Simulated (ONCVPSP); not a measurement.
# Cd, ONCV: configuration errors across variants

cadmium, optimised norm-conserving Vanderbilt (ONCV), made with ONCVPSP 4.0.1 (BLYP, fully relativistic). Core [Ar] 3d10, reference 4s2 4p6 4d10 5s2. Waves: 4s+5s: rc 1.45 bohr, ncon 4, nbas 8, qcut 7 1/bohr, 2 projectors; 4p: rc 1.00 bohr, ncon 4, nbas 8, qcut 8 1/bohr, 3 projectors, debl 3.8 Ha; 4d: rc 1.20 bohr, ncon 4, nbas 8, qcut 7.4 1/bohr, 2 projectors, debl 1.8 Ha. Local part: polynomial inside 0.95 bohr (lpopt 5, dvloc0 0 Ha). Core correction: none.

Open shells are filled in proportion to 2j + 1.

All-electron excitation energies from the reference (eV): (1) 4s2 4p6 4d10 5s1 9.320; (2) 4s2 4p6 4d10 5s0 26.617; (3) 4s2 4p6 4d9 5s0 64.513; (4) 4s2 4p6 4d10 5s1 5p1 4.666.

A true bound ghost makes a file unfit for plane-wave use even where its test errors are small: the radial tests pick states by their node count and pass the ghost by.

Errors AE − PS in meV (a dash: test not solved or not reliable):

| change | (1) | (2) | (3) | (4) | bound ghosts | GHOST(+) flags above zero |
| --- | --- | --- | --- | --- | --- | --- |
| base | +0.1 | -0.5 | +0.1 | 0.0 | none | s, p3/2, p1/2 |
| all radii scaled by about 0.78 (s 1.14, p 0.78, d 0.94 bohr); local potential polynomial inside 0.74 bohr (lpopt 5, dvloc0 0 Ha) | +0.3 | +0.5 | +3.7 | +0.1 | p3/2, p1/2 | s, p3/2, p1/2 |
| all radii scaled by about 0.87 (s 1.26, p 0.86, d 1.04 bohr); local potential polynomial inside 0.82 bohr (lpopt 5, dvloc0 0 Ha) | +0.3 | +0.3 | +1.6 | +0.1 | p3/2, p1/2 | s, p3/2, p1/2 |
| all radii scaled by about 0.92 (s 1.34, p 0.92, d 1.10 bohr); local potential polynomial inside 0.88 bohr (lpopt 5, dvloc0 0 Ha) | +0.2 | 0.0 | +0.7 | +0.1 | p3/2, p1/2 | s, p3/2 |
| all radii scaled by about 1.10 (s 1.60, p 1.10, d 1.32 bohr); local potential polynomial inside 1.04 bohr (lpopt 5, dvloc0 0 Ha) | -0.1 | -1.4 | -2.5 | -0.2 | none | s, d5/2 |
| all radii scaled by about 1.17 (s 1.70, p 1.16, d 1.40 bohr); local potential polynomial inside 1.12 bohr (lpopt 5, dvloc0 0 Ha) | -0.1 | -1.7 | -1.0 | -0.2 | none | none |
| all radii scaled by about 1.23 (s 1.78, p 1.22, d 1.48 bohr); local potential polynomial inside 1.16 bohr (lpopt 5, dvloc0 0 Ha) | -0.3 | -1.9 | -0.4 | -0.4 | none | d5/2, d3/2 |

(1) Give the same row for: all radii scaled by about 1.30 (s 1.88, p 1.30, d 1.56 bohr); local potential polynomial inside 1.22 bohr (lpopt 5, dvloc0 0 Ha).

Results:

(1) -0.2, -2.0, +0.3, -0.3; bound ghosts: none; GHOST(+) flags above zero: none.
